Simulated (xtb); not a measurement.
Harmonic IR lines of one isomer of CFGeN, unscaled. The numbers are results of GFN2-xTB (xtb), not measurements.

wavenumber (cm⁻¹): 121 (w), 240 (w), 424 (vs), 457 (vs), 2118 (s)

**Question.** Say which structure gives these lines.
A. `[C-]#[N+][Ge][F]` (lower singlet)
B. `N#[C][Ge][F]` (lower singlet)
C. `N#[C][Ge][F]` (excited triplet)
D. `[C-]#[N+][Ge][F]` (excited triplet)

**Answer.** A, `[C-]#[N+][Ge][F]` (lower singlet)
